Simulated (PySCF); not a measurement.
The dipole of `C=Cc1ccncc1` from its density and from atomic charges.

Coordinates (PBE0-D3(BJ)/def2-SVP, Å) and charges (e) from the PBE0/pcSseg-1 density (PySCF):

| atom | x | y | z | Mulliken | IAO | Hirshfeld | ESP-fitted |
| --- | --- | --- | --- | --- | --- | --- | --- |
| C1 | -2.413 | 1.003 | 0.055 | -0.1203 | -0.2884 | -0.0842 | -0.3556 |
| C2 | -1.656 | -0.073 | -0.187 | -0.1346 | -0.1390 | -0.0432 | -0.3613 |
| C3 | -0.196 | -0.159 | -0.065 | -0.1299 | +0.0239 | +0.0105 | +0.7428 |
| C4 | 0.616 | 0.913 | 0.334 | -0.1383 | -0.1783 | -0.0531 | -0.7234 |
| C5 | 1.992 | 0.728 | 0.421 | +0.1619 | -0.0079 | +0.0149 | +0.5379 |
| N6 | 2.607 | -0.422 | 0.146 | -0.4083 | -0.2795 | -0.1667 | -0.7301 |
| C7 | 1.843 | -1.441 | -0.232 | +0.1648 | -0.0070 | +0.0157 | +0.5736 |
| C8 | 0.457 | -1.365 | -0.352 | -0.1555 | -0.1820 | -0.0545 | -0.7633 |
| H9 | -3.498 | 0.962 | -0.068 | +0.1327 | +0.1583 | +0.0541 | +0.1875 |
| H10 | -1.991 | 1.958 | 0.381 | +0.1315 | +0.1447 | +0.0497 | +0.1770 |
| H11 | -2.147 | -0.997 | -0.511 | +0.0967 | +0.1469 | +0.0494 | +0.1931 |
| H12 | 0.187 | 1.887 | 0.576 | +0.0932 | +0.1500 | +0.0519 | +0.2390 |
| H13 | 2.633 | 1.561 | 0.731 | +0.1086 | +0.1534 | +0.0515 | +0.0303 |
| H14 | 2.359 | -2.383 | -0.457 | +0.1096 | +0.1535 | +0.0518 | +0.0261 |
| H15 | -0.116 | -2.240 | -0.669 | +0.0880 | +0.1514 | +0.0524 | +0.2265 |

Task: What dipole does each set of charges give (1 e·Å = 4.803 D), and what does the density give?

Result: The full density gives (-2.50, 0.31, -0.17) D, 2.53 D in size; dipole vectors point from the negative to the positive end.

```
    scheme     μx    μy     μz  size (D)  share of the full size (%)  angle to the full dipole (°)
  Mulliken  -2.10  1.08   0.10      2.36                          93                            21
       IAO  -1.97  0.15  -0.16      1.98                          78                             3
 Hirshfeld  -1.41  0.19  -0.09      1.43                          56                             1
ESP-fitted  -2.50  0.33  -0.16      2.53                         100                             0
```

Task: Which set comes closest?

Result: Length of the difference vector: ESP-fitted 0.02 D, IAO 0.56 D, Mulliken 0.91 D, Hirshfeld 1.10 D. Closest: ESP-fitted. 

Task: What is left for the Hirshfeld atoms' own dipoles?

Result: The shares of the density sum to the whole, so what Σ q r misses lies in dipoles about the nuclei. The atomic dipoles sum to (-2.50, 0.31, -0.17) − (-1.41, 0.19, -0.09) = (-1.09, 0.12, -0.08) D, 1.10 D in size.

Task: With the origin at the mean of the coordinates, (0.045, -0.004, 0.007) Å, which are the largest single terms, by size, of the Hirshfeld dipole along the direction of the full one?

Result: N6 +2.08, C1 -1.03, H9 +0.94, H14 -0.63, H13 -0.60 D; all 15 atoms together +1.43 D. The single terms depend on the origin, their sum doesn't.

Task: Give the size of the full dipole in other units.

Result: 2.53 D = 0.995 au = 0.526 e·Å = 8.43 × 10⁻³⁰ C·m.

Isolated species at its PBE0-D3(BJ)/def2-SVP geometry (one conformer only).

Conformer computed: `[CH2:1]=[CH:2][c:3]1[cH:4][cH:5][n:6][cH:7][cH:8]1`: C1–C2–C3–C4 0°.
